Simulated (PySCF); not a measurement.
Simulated V 2p region for `[O]=[V]([Cl])([Cl])[Cl]` (VOCl3), binding energy against the vacuum level.

Every computed line was given a Gaussian of 0.4 eV full width at half maximum and an area set by the number of equivalent atoms (split 2:1 within a doublet); the highest printed point is 100. Level of theory: PySCF 2.14.0, delta-SCF UKS SCAN, pcX-2 on the ionised atom (unc-x2c-TZVPall on a metal), pcseg-1 elsewhere, spin-free X2C.

(binding energy (eV), intensity): (523.6, 0), (523.8, 9), (524.0, 61), (524.2, 100), (524.4, 41), (524.6, 4), (524.8, 0), (525.0, 0), (525.2, 0), (525.4, 0), (525.6, 0), (525.8, 0), (526.0, 0), (526.2, 0), (526.4, 0), (526.6, 0), (526.8, 0), (527.0, 0), (527.2, 0), (527.4, 0), (527.6, 0), (527.8, 0), (528.0, 0), (528.2, 0), (528.4, 0), (528.6, 0), (528.8, 0), (529.0, 0), (529.2, 0), (529.4, 0), (529.6, 0), (529.8, 0), (530.0, 0), (530.2, 0), (530.4, 0), (530.6, 0), (530.8, 2), (531.0, 21), (531.2, 50), (531.4, 29), (531.6, 4), (531.8, 0)

Q: How many maxima does the curve show, and how many computed lines lie under it?

A: The curve has 2 maxima (at 524.2 and 531.2 eV). Under it lie 2 lines from 1 inequivalent vanadium site, drawn as a 2p3/2, 2p1/2 pair.

Q: Decompose the envelope and assign each component. Bonds: V1–O2, V1–Cl3, V1–Cl4, V1–Cl5.

A: 
```tsv
position (eV)	relative area	line	atoms	environment
524.17	0.67	V 2p3/2	V1	vanadium bonded to 3 Cl and O
531.22	0.33	V 2p1/2	V1	vanadium bonded to 3 Cl and O
```

Q: What are the centre and the root-mean-square width of the whole band?

A: The area-weighted mean of the lines is 526.52 eV. Their own spread about it is 3.32 eV (rms) and each Gaussian has σ = 0.4/2.355 = 0.17 eV; the variances add, which gives 3.33 eV.

The curve has no shake-up lines and no vibrational structure. 2p3/2 and 2p1/2 are the ΔSCF energy of one spin-free 2p hole plus the eigenvalues of a spin–orbit and ligand-field matrix of the shell. 2p1/2 minus 2p3/2 (ligand field included): V 7.05 eV. Satellites of the metal's 2p lines aren't described. Isolated species at its PBE0-D3(BJ)/def2-SVP geometry, gas phase. Metal 2p energies of this one-determinant scheme are less reliable than its 1s energies.

The run took about 17 s of CPU time (one thread, shared machine).
